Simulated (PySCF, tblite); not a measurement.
Isomers of C6H7N3, one GFN2-xTB conformer each. Single-point energies are computed at PBE0/pcSseg-1 (PySCF, gas phase, no added dispersion term), electronic only.

Question: Rank them by PBE0/pcSseg-1 energy, lowest first (kJ/mol).
A. `[CH:1]#[C:2][CH2:3][n:4]1[cH:5][c:6]([CH3:7])[n:8][n:9]1` with C2–C3–N4–C5 -53°
B. `C#Cc1nnn(C)c1C`
C. `[CH2:1]=[CH:2][c:3]1[cH:4][n:5][n:6][n:7][c:8]1[CH3:9]` with C1–C2–C3–C4 -30°
D. `[CH:1]#[C:2][CH2:3][n:4]1[n:5][cH:6][c:7]([CH3:8])[n:9]1` with C2–C3–N4–N5 92°
E. `[CH3:1][CH2:2][n:3]1[n:4][cH:5][cH:6][c:7]1[C:8]#[N:9]` with C1–C2–N3–N4 -103°
F. `[cH:1]1[cH:2][c:3]([CH:4]2[CH2:5][CH2:6]2)[n:7][n:8][n:9]1` with C2–C3–C4–C5 146°

Answer: E (0.0), C (157.6), F (171.6), B (176.8), D (186.5), A (208.9).

As drawn, the lowest has a C≡N group, which the highest lacks; the highest has a C≡C bond, which the lowest lacks. Neighbours under 10 kJ/mol apart (c1cc(C2CC2)nnn1 and C#Cc1nnn(C)c1C; C#Cc1nnn(C)c1C and C#CCn1ncc(C)n1) can change places with a better method, another conformer or zero-point energy. GFN2-xTB itself gives, in the same order: 0.0, 124.5, 117.1, 111.1, 112.8, 131.5. Both levels put the same isomer lowest; measured from each level's own lowest isomer, the values differ by up to 77.4 kJ/mol (C#CCn1cc(C)nn1: 131.5 against 208.9).

Question: Which frontier levels, dipoles and rotational constants go with these structures?

Answer: 
| SMILES | HOMO (eV, PBE0/pcSseg-1) | LUMO (eV) | dipole (D) | A, B, C (MHz) |
| --- | --- | --- | --- | --- |
| CCn1nccc1C#N | -7.74 | -1.23 | 2.17 | 2175, 1819, 1069 |
| C=Cc1cnnnc1C | -6.98 | -2.23 | 5.87 | 2677, 1602, 1019 |
| c1cc(C2CC2)nnn1 | -6.95 | -1.67 | 5.19 | 4586, 1200, 1027 |
| C#Cc1nnn(C)c1C | -6.83 | -0.26 | 5.45 | 3450, 1313, 962.7 |
| C#CCn1ncc(C)n1 | -7.41 | -0.07 | 0.49 | 4068, 1014, 932.6 |
| C#CCn1cc(C)nn1 | -7.25 | -0.16 | 4.27 | 3972, 1039, 884.1 |

Question: What happens when harmonic zero-point energies from GFN2-xTB frequencies are added?

Answer: 
| SMILES | ZPE (kJ/mol) | electronic (kJ/mol) | with ZPE (kJ/mol) |
| --- | --- | --- | --- |
| CCn1nccc1C#N | 324.1 | 0.0 | 0.0 |
| C=Cc1cnnnc1C | 316.3 | 157.6 | 149.7 |
| c1cc(C2CC2)nnn1 | 321.7 | 171.6 | 169.2 |
| C#Cc1nnn(C)c1C | 316.5 | 176.8 | 169.1 |
| C#CCn1ncc(C)n1 | 317.9 | 186.5 | 180.3 |
| C#CCn1cc(C)nn1 | 316.8 | 208.9 | 201.5 |

The zero-point energies span 7.8 kJ/mol. The lowest isomer stays, but the order above it changes.
